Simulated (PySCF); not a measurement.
## Dipole polarisabilities along the alkaline earths, charge +1

Calculated with PySCF 2.14 for the ground configurations, without spin-orbit coupling: coupled response for Hartree-Fock and DFT. Mean α in bohr³, C₆ of like pairs in atomic units.

```
                                    species  α UHF  α PBE  α PBE0  C₆ UHF  C₆ PBE  C₆ PBE0
Be⁺ [He] 2s1 (dyall-av2z, non-relativistic)  25.02  21.69   22.37   71.53   57.98    60.68
Mg⁺ [Ne] 3s1 (dyall-av2z, non-relativistic)  38.54  33.85   35.31   178.2   146.7    156.1
Ca⁺ [Ar] 4s1 (dyall-av2z, non-relativistic)  98.01  80.75   86.27   781.7   590.2    648.6
Sr⁺ [Kr] 5s1 (dyall-av2z, non-relativistic)  131.2  102.9   111.3    1279   911.6     1016
```

The values depend on the diffuse functions of the basis.
